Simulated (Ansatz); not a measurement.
Geometry optimisation of `CCO[C](C)(C)[GaH2]`.

```yaml
crystal:
  periodic: [false, false, false]
  atoms:
    - {symbol: C, position_ang: [1.131300, -1.918900, -1.631450]}
    - {symbol: C, position_ang: [0.798260, -0.530360, -1.111260]}
    - {symbol: O, position_ang: [-0.334850, -0.614440, -0.304140]}
    - {symbol: C, position_ang: [-0.583990, 0.527770, 0.538760]}
    - {symbol: C, position_ang: [-0.594530, 1.856590, -0.210790]}
    - {symbol: C, position_ang: [-1.955470, 0.249950, 1.154240]}
    - {symbol: Ga, position_ang: [0.991660, 0.191050, 1.855410]}
    - {symbol: H, position_ang: [0.289700, -2.305960, -2.199970]}
    - {symbol: H, position_ang: [1.318710, -2.584070, -0.792080]}
    - {symbol: H, position_ang: [2.010480, -1.882290, -2.268400]}
    - {symbol: H, position_ang: [1.663420, -0.139640, -0.506030]}
    - {symbol: H, position_ang: [0.642250, 0.166580, -1.946340]}
    - {symbol: H, position_ang: [-1.300420, 1.830830, -1.043060]}
    - {symbol: H, position_ang: [0.396540, 2.111580, -0.592050]}
    - {symbol: H, position_ang: [-0.900250, 2.640990, 0.481030]}
    - {symbol: H, position_ang: [-2.209570, 1.019820, 1.882190]}
    - {symbol: H, position_ang: [-1.932720, -0.721930, 1.650290]}
    - {symbol: H, position_ang: [-2.721570, 0.221540, 0.378820]}
    - {symbol: H, position_ang: [1.244210, -1.347530, 2.168200]}
    - {symbol: H, position_ang: [2.046850, 1.228420, 2.496640]}
basis:
  gaussian: {orbitals: def2-TZVP}
hamiltonian: {xc: pbe0, dispersion: d4}
relax: {f_tol: 0.005, max_steps: 150}
```

```sh
$ ansatz run in.yaml --threads 2 --pin off --events-out ev --progress --plain --max-ram 32768MiB --backend cuda --devices 0, --max-vram 18GiB
```

It prints (some lines left out):

```
Functional definition: PBE0
mean field -59808.20672450 eV, -2197.9110576670 hartree, gradient 3.0e-5 eV, S^2 0.000000; 0 other end points of the search recorded, 0 dependent functions left out
relax step   1: F+E_penalty+E_count = -59808.62656708 eV  Δ(F+E_penalty+E_count) = +0.000e0 eV  max|allowed force component| = 7.827e-1 eV/Å  Δτ_max = 0.0000 Å  (31 SCF iters, accepted)
mean field -59808.32028810 eV, -2197.9152310521 hartree, gradient 1.8e-5 eV, S^2 0.000000; 0 other end points of the search recorded, 0 dependent functions left out
relax step   2: F+E_penalty+E_count = -59808.74145355 eV  Δ(F+E_penalty+E_count) = -1.149e-1 eV  max|allowed force component| = 3.206e-1 eV/Å  Δτ_max = 0.1776 Å  (32 SCF iters, accepted)
mean field -59808.35363186 eV, -2197.9164564128 hartree, gradient 1.5e-5 eV, S^2 0.000000; 0 other end points of the search recorded, 0 dependent functions left out
relax step   3: F+E_penalty+E_count = -59808.77465337 eV  Δ(F+E_penalty+E_count) = -3.320e-2 eV  max|allowed force component| = 2.437e-1 eV/Å  Δτ_max = 0.1544 Å  (32 SCF iters, accepted)
mean field -59808.36415466 eV, -2197.9168431187 hartree, gradient 1.6e-5 eV, S^2 0.000000; 0 other end points of the search recorded, 0 dependent functions left out
relax step   4: F+E_penalty+E_count = -59808.78445929 eV  Δ(F+E_penalty+E_count) = -9.806e-3 eV  max|allowed force component| = 1.577e-1 eV/Å  Δτ_max = 0.0676 Å  (31 SCF iters, accepted)
mean field -59808.37267003 eV, -2197.9171560526 hartree, gradient 2.2e-5 eV, S^2 0.000000; 0 other end points of the search recorded, 0 dependent functions left out
relax step   5: F+E_penalty+E_count = -59808.79183321 eV  Δ(F+E_penalty+E_count) = -7.374e-3 eV  max|allowed force component| = 6.924e-2 eV/Å  Δτ_max = 0.1122 Å  (32 SCF iters, accepted)
mean field -59808.37685798 eV, -2197.9173099568 hartree, gradient 1.5e-5 eV, S^2 0.000000; 0 other end points of the search recorded, 0 dependent functions left out
relax step   6: F+E_penalty+E_count = -59808.79515083 eV  Δ(F+E_penalty+E_count) = -3.318e-3 eV  max|allowed force component| = 7.189e-2 eV/Å  Δτ_max = 0.0692 Å  (32 SCF iters, accepted)
mean field -59808.37998200 eV, -2197.9174247626 hartree, gradient 1.6e-5 eV, S^2 0.000000; 0 other end points of the search recorded, 0 dependent functions left out
relax step   7: F+E_penalty+E_count = -59808.79746790 eV  Δ(F+E_penalty+E_count) = -2.317e-3 eV  max|allowed force component| = 8.162e-2 eV/Å  Δτ_max = 0.0767 Å  (32 SCF iters, accepted)
mean field -59808.38200554 eV, -2197.9174991261 hartree, gradient 1.6e-5 eV, S^2 0.000000; 0 other end points of the search recorded, 0 dependent functions left out
relax step   8: F+E_penalty+E_count = -59808.79899730 eV  Δ(F+E_penalty+E_count) = -1.529e-3 eV  max|allowed force component| = 7.265e-2 eV/Å  Δτ_max = 0.0710 Å  (31 SCF iters, accepted)
mean field -59808.38345473 eV, -2197.9175523831 hartree, gradient 1.7e-5 eV, S^2 0.000000; 0 other end points of the search recorded, 0 dependent functions left out
relax step   9: F+E_penalty+E_count = -59808.79996220 eV  Δ(F+E_penalty+E_count) = -9.649e-4 eV  max|allowed force component| = 4.122e-2 eV/Å  Δτ_max = 0.0802 Å  (31 SCF iters, accepted)
mean field -59808.38397495 eV, -2197.9175715007 hartree, gradient 1.5e-5 eV, S^2 0.000000; 0 other end points of the search recorded, 0 dependent functions left out
relax step  10: F+E_penalty+E_count = -59808.80035926 eV  Δ(F+E_penalty+E_count) = -3.971e-4 eV  max|allowed force component| = 4.063e-2 eV/Å  Δτ_max = 0.0781 Å  (32 SCF iters, accepted)
mean field -59808.38436571 eV, -2197.9175858610 hartree, gradient 1.3e-5 eV, S^2 0.000000; 0 other end points of the search recorded, 0 dependent functions left out
relax step  11: F+E_penalty+E_count = -59808.80068997 eV  Δ(F+E_penalty+E_count) = -3.307e-4 eV  max|allowed force component| = 3.841e-2 eV/Å  Δτ_max = 0.0402 Å  (32 SCF iters, accepted)
mean field -59808.38459091 eV, -2197.9175941368 hartree, gradient 1.5e-5 eV, S^2 0.000000; 0 other end points of the search recorded, 0 dependent functions left out
relax step  12: F+E_penalty+E_count = -59808.80061733 eV  Δ(F+E_penalty+E_count) = +7.264e-5 eV  max|allowed force component| = 7.470e-2 eV/Å  Δτ_max = 0.0739 Å  (31 SCF iters, rejected (line search))
mean field -59808.38489106 eV, -2197.9176051673 hartree, gradient 1.3e-5 eV, S^2 0.000000; 0 other end points of the search recorded, 0 dependent functions left out
relax step  13: F+E_penalty+E_count = -59808.80117412 eV  Δ(F+E_penalty+E_count) = -4.842e-4 eV  max|allowed force component| = 1.175e-2 eV/Å  Δτ_max = 0.0369 Å  (32 SCF iters, accepted)
mean field -59808.38529295 eV, -2197.9176199364 hartree, gradient 1.5e-5 eV, S^2 0.000000; 0 other end points of the search recorded, 0 dependent functions left out
relax step  14: F+E_penalty+E_count = -59808.80149939 eV  Δ(F+E_penalty+E_count) = -3.253e-4 eV  max|allowed force component| = 3.660e-2 eV/Å  Δτ_max = 0.0742 Å  (31 SCF iters, accepted)
mean field -59808.38544458 eV, -2197.9176255085 hartree, gradient 1.3e-5 eV, S^2 0.000000; 0 other end points of the search recorded, 0 dependent functions left out
relax step  15: F+E_penalty+E_count = -59808.80165121 eV  Δ(F+E_penalty+E_count) = -1.518e-4 eV  max|allowed force component| = 3.963e-2 eV/Å  Δτ_max = 0.0316 Å  (32 SCF iters, accepted)
mean field -59808.38562828 eV, -2197.9176322593 hartree, gradient 1.4e-5 eV, S^2 0.000000; 0 other end points of the search recorded, 0 dependent functions left out
relax step  16: F+E_penalty+E_count = -59808.80188557 eV  Δ(F+E_penalty+E_count) = -2.344e-4 eV  max|allowed force component| = 2.891e-2 eV/Å  Δτ_max = 0.0428 Å  (32 SCF iters, accepted)
mean field -59808.38567281 eV, -2197.9176338960 hartree, gradient 1.3e-5 eV, S^2 0.000000; 0 other end points of the search recorded, 0 dependent functions left out
relax step  17: F+E_penalty+E_count = -59808.80198916 eV  Δ(F+E_penalty+E_count) = -1.036e-4 eV  max|allowed force component| = 1.893e-2 eV/Å  Δτ_max = 0.0154 Å  (32 SCF iters, accepted)
mean field -59808.38554877 eV, -2197.9176293374 hartree, gradient 1.3e-5 eV, S^2 0.000000; 0 other end points of the search recorded, 0 dependent functions left out
relax step  18: F+E_penalty+E_count = -59808.80194065 eV  Δ(F+E_penalty+E_count) = +4.850e-5 eV  max|allowed force component| = 2.734e-2 eV/Å  Δτ_max = 0.0228 Å  (32 SCF iters, rejected (line search))
mean field -59808.38570289 eV, -2197.9176350014 hartree, gradient 1.3e-5 eV, S^2 0.000000; 0 other end points of the search recorded, 0 dependent functions left out
relax step  19: F+E_penalty+E_count = -59808.80206964 eV  Δ(F+E_penalty+E_count) = -8.049e-5 eV  max|allowed force component| = 1.065e-2 eV/Å  Δτ_max = 0.0111 Å  (33 SCF iters, accepted)
mean field -59808.38568926 eV, -2197.9176345006 hartree, gradient 1.3e-5 eV, S^2 0.000000; 0 other end points of the search recorded, 0 dependent functions left out
relax step  20: F+E_penalty+E_count = -59808.80208295 eV  Δ(F+E_penalty+E_count) = -1.331e-5 eV  max|allowed force component| = 4.629e-3 eV/Å  Δτ_max = 0.0101 Å  (33 SCF iters, accepted)
mean field -59808.38569538 eV, -2197.9176347255 hartree, gradient 1.3e-5 eV, S^2 0.000000; 0 other end points of the search recorded, 0 dependent functions left out
relax step  21: F+E_penalty+E_count = -59808.80208749 eV  Δ(F+E_penalty+E_count) = -4.538e-6 eV  max|allowed force component| = 2.954e-3 eV/Å  Δτ_max = 0.0076 Å  (33 SCF iters, accepted)
mean field -59808.38569538 eV, -2197.9176347255 hartree, gradient 1.3e-5 eV, S^2 0.000000; 1 other end points of the search recorded, 0 dependent functions left out
Total energy: -59808.80213110 eV, -2197.9329384559 hartree
Atom 0 at     1.010071    -1.970482    -1.798171 Å, force     0.000063     0.002954     0.001159 eV/Å
Atom 1 at     0.870434    -0.635261    -1.112475 Å, force     0.001858    -0.002601    -0.001875 eV/Å
Atom 2 at    -0.342636    -0.609375    -0.414847 Å, force    -0.001706     0.001802     0.002183 eV/Å
Atom 3 at    -0.493696     0.468946     0.501294 Å, force     0.000701    -0.001120    -0.001897 eV/Å
Atom 4 at    -0.529283     1.810957    -0.212208 Å, force    -0.000132    -0.000120     0.000322 eV/Å
Atom 5 at    -1.822848     0.214437     1.195371 Å, force     0.000631     0.000110     0.000416 eV/Å
Atom 6 at     0.903500     0.375293     1.956058 Å, force    -0.001251     0.000002     0.001503 eV/Å
Atom 7 at     0.180773    -2.128970    -2.490258 Å, force    -0.000892    -0.000423    -0.001203 eV/Å
Atom 8 at     1.005470    -2.779753    -1.065985 Å, force     0.000020    -0.001131     0.000800 eV/Å
Atom 9 at     1.943865    -2.014116    -2.362851 Å, force     0.000489    -0.000316    -0.000506 eV/Å
Atom 10 at     1.712113    -0.482861    -0.408490 Å, force     0.000258     0.000035     0.000842 eV/Å
Atom 11 at     0.923432     0.179412    -1.847824 Å, force    -0.000435     0.000975    -0.000459 eV/Å
Atom 12 at    -1.322910     1.813131    -0.969767 Å, force     0.000032    -0.000291    -0.000211 eV/Å
Atom 13 at     0.412576     2.053424    -0.709773 Å, force     0.000275     0.000303    -0.000121 eV/Å
Atom 14 at    -0.734866     2.613736     0.499708 Å, force    -0.000147     0.000244    -0.000131 eV/Å
Atom 15 at    -2.030328     0.978078     1.950051 Å, force     0.000097     0.000194     0.000106 eV/Å
Atom 16 at    -1.843403    -0.768645     1.673079 Å, force    -0.000135    -0.000160     0.000140 eV/Å
Atom 17 at    -2.637169     0.239605     0.461391 Å, force    -0.000211    -0.000094    -0.000089 eV/Å
Atom 18 at     1.572584    -1.003581     2.319499 Å, force     0.000611     0.000067    -0.000241 eV/Å
Atom 19 at     1.222331     1.646024     2.836207 Å, force    -0.000126    -0.000429    -0.000738 eV/Å
Dipole moment:     0.033928     0.133860    -0.135887 e Å
```

It took 52 s on 2 threads of an AMD EPYC 7R13 on a shared host and a share of an NVIDIA H100 80 GB, with 0.98 GiB of host memory at the peak.
